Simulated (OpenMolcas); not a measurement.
**V2+: effect of the metal basis**

V2+ with its 6 nearest fluoride ions at 2.157 Å, on the Ca site of CsCaF3 (a = 4.526 Å, distance in the model lattice 2.263 Å). The rest of the host is ab initio model potentials to 7.6 Å and point charges beyond; the distance is set by hand and nothing relaxes.

- Program: OpenMolcas 26.06
- Method: SS-CASPT2, IPEA 0.25 Eh, imaginary shift 0.1 Eh (closed shells correlated: 3s 3p and the ligand valence shells)
- Spin-orbit coupling: state interaction with AMFI integrals over the reference wave functions

Fixed: ligand basis ANO-RCC-VDZP, active space 3 electrons in 5 orbitals (3d), DKH2 Hamiltonian.

States (labels of O, the rotations of Oh). Energies in cm-1 above the lowest state or level, χT in cm3 K/mol.

```
Run   Metal basis  Ground state  First state of that spin  First gap with spin-orbit (degeneracies)  χT at 300 K  First state of another spin                      Cost
  A  ANO-RCC-VDZP           4A2                 4T2 10190                              10120 (4, 2)        1.851                     2E 13840  roughly 2.3 core-minutes
  B  ANO-RCC-VTZP           4A2                  4T2 9740                               9670 (4, 2)        1.851                     2E 13100    roughly 4 core-minutes
```

Against A, the first state of the same spin changes by -4.4 % in B.

Costs are those of the CASPT2 steps.

Roots that are degenerate in the reference are averaged as groups; the widest CASPT2 spread within a group is 120 cm-1 (the 3-fold group of multiplicity 4 near 25000 cm-1 above the lowest state of its run, A). Shifts and gaps below about the spread of the groups concerned are not significant. Over all roots computed the reference weight is 0.73 to 0.74 in A, 0.73 to 0.74 in B; a low but even weight reflects the number of correlated electrons. Ligand-to-metal charge-transfer states are missing. These CASPT2 states fit no ligand-field parameters well, so their order and spin gaps are uncertain. With no ligand orbital active B as a rule stays too high, so bands that hang on it stand too high and its fall with covalency is understated. With one d shell and no ligand orbital active, 10Dq can be off by tens of per cent for divalent 3d ions, low with halides held by bare charges and at times high in hosts. Free-ion shares, where given, are those of the reference states; single-state CASPT2 does not remix them. No measured value stands beside these numbers; the geometry was set by hand and not optimised.
